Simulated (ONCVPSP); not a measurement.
**Logarithmic derivatives: C (Z = 6), ONCV**

* Element: C (Z = 6)
* Generator: ONCVPSP 4.0.1
* Type: optimised norm-conserving Vanderbilt (ONCV)
* Functional: PBE
* Relativity: non-relativistic
* Frozen core: [He]
* Valence charge: 4
* Reference configuration: 2s1 2p3
* Partial waves: 2s: rc 1.00 bohr, ncon 4, nbas 7, qcut 7.6 1/bohr, 2 projectors, debl 2.5 Ha; 2p: rc 2.80 bohr, ncon 4, nbas 9, qcut 4.7 1/bohr, 2 projectors, debl 1 Ha
* Local potential: polynomial inside 0.85 bohr (lpopt 5, dvloc0 0 Ha)
* Core correction: none

The phase is arctan(r·R′/R) of the radial function R(r), unwrapped; energies in Ha, scanned from -2 to 5 Ha. A pole is an energy at which the radial function vanishes at the test radius. The pseudo phase is shifted by a multiple of π to meet the all-electron one at the reference energy, and phase errors are pseudo minus all-electron; the curves can meet again beyond the range given. Levels narrower than the energy grid can be missing from the lists of poles.

```tsv
channel	radius (bohr)	reference energy (Ha)	poles, all-electron	poles, pseudo	unbroken range about the reference energy with phases within 0.05 rad	phase error 1 Ha above the reference energy (rad)
s	1.01	-0.52	none	none	the whole range	-0.000
p	2.84	-0.21	-0.07, 1.83	-0.07, 1.81, 4.61	below 2.5	-0.000
```

Phases in the s channel:

```
E (Ha)  all-electron  pseudo
 -1.98         0.322   0.321
 -1.62         0.135   0.135
 -1.26        -0.074  -0.074
 -0.90        -0.290  -0.290
 -0.54        -0.494  -0.494
 -0.18        -0.673  -0.673
  0.18        -0.824  -0.824
  0.54        -0.946  -0.946
  0.90        -1.046  -1.046
  1.26        -1.127  -1.127
  1.62        -1.195  -1.195
  1.98        -1.251  -1.251
  2.34        -1.298  -1.298
  2.70        -1.339  -1.339
  3.06        -1.375  -1.375
  3.42        -1.406  -1.406
  3.78        -1.434  -1.434
  4.14        -1.459  -1.460
  4.50        -1.482  -1.483
  4.86        -1.503  -1.505
```
